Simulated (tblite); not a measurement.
A tight-binding relaxation on `C[C@]12C[C@](B(F)F)(C1)C2`.

Computed with GFN2-xTB geometry optimisation, gas phase (tblite 0.8.0). Start geometry: from a force field or distance geometry. The command runs a driver script over a list of jobs; the input below is this job's line of settings and its coordinates in Å.

Command:
```bash
OMP_NUM_THREADS=1 python probes_run.py task.json out
```

Input:
```
{"job": {"kind": "relax", "xc": "GFN2-xTB", "basis": "xTB"}, "charge": 0, "multiplicity": 1}
C     -2.276300    -0.096700     0.053500
C     -0.771800    -0.026400     0.008100
C      0.166700    -1.244200     0.198000
C      0.976100     0.048500    -0.032800
B      2.565300     0.101300    -0.059700
F      3.280700     0.917900     0.880900
F      3.291700    -0.654000    -1.062300
C      0.098100     0.804700     0.981800
C      0.059300     0.452000    -1.180200
H     -2.654200    -0.768800    -0.743900
H     -2.707300     0.920100    -0.102400
H     -2.622600    -0.485100     1.040600
H      0.192900    -1.680600     1.229100
H      0.169400    -1.979800    -0.645000
H      0.126500     0.453900     2.037100
H      0.038000     1.908600     0.860900
H      0.058700    -0.207900    -2.073400
H      0.000000     1.542600    -1.401900
```

Output:
```
step      E/eV     max force
  0    -765.81098    4.302
  1    -766.46266    2.285
  2    -766.68354    1.862
  3    -766.74765    0.592
  4    -766.78413    0.430
  5    -766.79450    0.265
  6    -766.80178    0.189
  7    -766.81048    0.218
  8    -766.81514    0.190
  9    -766.81730    0.097
 10    -766.81848    0.055
 11    -766.81942    0.052
 12    -766.81980    0.039
 13    -766.81989    0.017
 14    -766.81991    0.009
```

«max force» is the largest atomic force in eV/Å.

Problem. From which step on does the largest force stay under 0.1 eV/Å, and how much energy is left to gain from there?

Solution. From step 9 (0.097 eV/Å), 2.6 meV above the end.

Main results: energy lowered by 23.3 kcal/mol over 14 steps; largest atomic force 0.009 eV/Å at the end.

Time: 0.16 s wall. Hardware: an Arm Neoverse N1 with one thread, no GPU, shared host with 64 logical CPUs at a one-minute load of 58.
Labels such as C1 count atoms from 1, the log's own numbers from 0.
